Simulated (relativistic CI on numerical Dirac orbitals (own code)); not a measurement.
Er²⁺: M4,5 absorption edge

Computed with this model: Dirac-Coulomb-Breit CI, separate exchange-only KLI orbitals for each configuration, a model potential for QED, valence Slater integrals scaled by 0.7, multiplet model of core-to-valence dipole absorption; configurations [Xe] 4f12 → [Ar] 3d9 4s2 4p6 4d10 4f13 5s2 5p6; 300 K; Lorentzian 0.36 eV and Gaussian 0.4 eV FWHM. Energies are those of the free ion, without screening or charge transfer. The branching ratio is the share of the lower-energy edge in the whole absorption, uncertain by about 0.02 where the edges overlap. S is read from ⟨S²⟩ = S(S + 1).

Case free ion, the dichroism is that of the ground state at zero temperature, magnetised by magnetic field 10 T along z. The dichroism I(Δm = −1) − I(Δm = +1), over the sum of the three polarisations, integrates to -0.8001 on the lower edge and -0.0342 on the upper edge. The branching ratio is 0.966.

(1) Use the orbital sum rule with 2 holes to get ⟨Lz⟩.

Results:

(1) For a d → f edge ⟨Lz⟩ = 3 × n_h × (sum of both integrals) in this sign convention = -5.01; the ground state itself has ⟨Lz⟩ = -5.01 and ⟨Sz⟩ = -0.99. The rule assumes one radial integral for both edges, which relativistic orbitals only approach.
